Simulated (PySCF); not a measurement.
**Trend along group 13: MS cations**

PBE0 with double-zeta basis sets in PySCF, for the lowest determinant that a PBE0 search found; no spin–orbit coupling. De refers to high-spin ground-configuration atoms (the charge goes to the atom of lower measured ionisation energy or higher electron affinity, which is not always the lowest computed limit). A positive dipole points towards S; it is taken about the centre of mass and depends on that origin.

| M | basis | charged atom | state (unpaired electrons) | Re (Å) | ωe (cm⁻¹) | De (eV) | μ (D) |
| --- | --- | --- | --- | --- | --- | --- | --- |
| Ga | cc-pVDZ-PP/cc-pV(D+d)Z | Ga+ | triplet (π ↑↑) | 2.930 | 151 | 0.68 | -0.92 |
| In | def2-SVPD | In+ | triplet (π ↑↑) | 3.144 | 127 | 0.53 | 0.06 |
| Tl | cc-pVDZ-PP/cc-pV(D+d)Z | Tl+ | triplet (π ↑↑) | 3.207 | 117 | n/a | 0.75 |

The shortest bond is that of GaS⁺ (2.930 Å), the longest that of TlS⁺ (3.207 Å).

The rows differ in basis set, which adds steps of its own.

Down a group the atoms grow and get heavier, so bonds lengthen and wavenumbers fall; this series shows no clear exception.

These are scalar-relativistic numbers at best; spin–orbit coupling would shift them, the dissociation energy most. For an ion De counts to the pair picked by the measured ionisation energies or electron affinities, which need not be the lowest pair at this level. States were picked by a PBE0 search and need not be the measured ground states.
